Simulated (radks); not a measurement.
Q: The krypton ion Kr13+ is in [Ar] 3d(3/2: 4, 5/2: 1). Method: Dirac Kohn-Sham, BLYP, spin-unpolarised, spherical densities, finite nucleus; Fermi nuclear charge, rms radius of each element as measured or else 0.836 A^(1/3) + 0.57 fm; computed with a radial shooting solver on a logarithmic mesh with Libxc functionals. Sub-shells are occupied by j as written (lower j first in brackets). One electron is removed from 3p3/2, 3d5/2, 3d3/2, 3p1/2 in turn, with full relaxation. Which removal costs least, and what does each cost?

A: 3d5/2 441.29 eV; 3d3/2 443.15 eV; 3p3/2 548.71 eV; 3p1/2 558.40 eV. The 3d5/2 electron leaves first.
